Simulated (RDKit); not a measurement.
RDKit input (MMFF94):

```python
from rdkit import Chem
from rdkit.Chem import AllChem, rdDetermineBonds

mol = Chem.MolFromXYZFile('mol.xyz')
rdDetermineBonds.DetermineBonds(mol, charge=1)
print('SMILES', Chem.MolToSmiles(Chem.RemoveHs(mol)))
ff = AllChem.MMFFGetMoleculeForceField(mol, AllChem.MMFFGetMoleculeProperties(mol))
e0 = ff.CalcEnergy()
flag = ff.Minimize(maxIts=5000, forceTol=1e-5)
print(f'energy {e0:.4f} -> {ff.CalcEnergy():.4f} kcal/mol, converged: {flag == 0}')
print(Chem.MolToXYZBlock(mol))
```
mol.xyz:
```
3

Sb     0.28375404     0.11655380     0.10060683
F     -0.91931721     0.71699329    -1.17294688
F     -0.68862232    -1.37746481     0.60284152
```

From its output:

```
Traceback (most recent call last):
  File "input.py", line 5, in <module>
ValueError: Unable to determine valence of atom 0 with atomic number 51 and 2 bonds. Check the input molecules bonding.
```

The program stopped with an error.
